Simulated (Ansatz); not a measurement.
`B[SiH](B)F` + H₂ → `B[SiH2]B` + H–F  (hydrogenolysis of the Si–F bond)

Program: Ansatz. Geometries: PBE0-D4/def2-TZVP. ΔE: electronic, gas phase. CCSD(T)/CBS adds triple-zeta CCSD(T) − MP2 to the extrapolated MP2 energy (def2 sets, frozen cores). This one scheme is used for every species.

```json
{"species": "`B[SiH](B)F`", "CCSD(T)/CBS(def2) energy (Eh)": "-441.44960"}
{"species": "H₂", "CCSD(T)/CBS(def2) energy (Eh)": "-1.17544"}
{"species": "`B[SiH2]B`", "CCSD(T)/CBS(def2) energy (Eh)": "-342.19118"}
{"species": "H–F", "CCSD(T)/CBS(def2) energy (Eh)": "-100.39570"}
```

Question: Work out ΔE.

Answer: ΔE = (-342.19118) + (-100.39570) − (-441.44960) − (-1.17544) = 0.03816 Eh = +100.2 kJ/mol.

Question: What do rigid-rotor, harmonic-oscillator terms from PBE0-D4/def2-TZVP frequencies (298.15 K, 1 bar) make of the CCSD(T)/CBS value? (An estimate is asked.)

Answer: Computed: ΔZPE = +11.3 kJ/mol, ΔH = +110.0 kJ/mol, ΔS = 21 J/(mol·K), ΔG = +103.8 kJ/mol.

Largest T1 diagnostic among the species: 0.015.

Leaving LDA and LC-ωPBE aside and taking each functional with its dispersion term where it has one, the values, not all of them listed here, spread over 15.3 kJ/mol, from HSE06-D4 to CAM-B3LYP-D4. In def2-TZVPP, CCSD(T) changes the Hartree–Fock value by −8.5 kJ/mol (the triples alone add −0.1 kJ/mol) and MP2 by −4.3 kJ/mol. At CCSD(T), def2-SVP lies −14.4 kJ/mol from the extrapolated value and def2-TZVPP −2.4 kJ/mol.
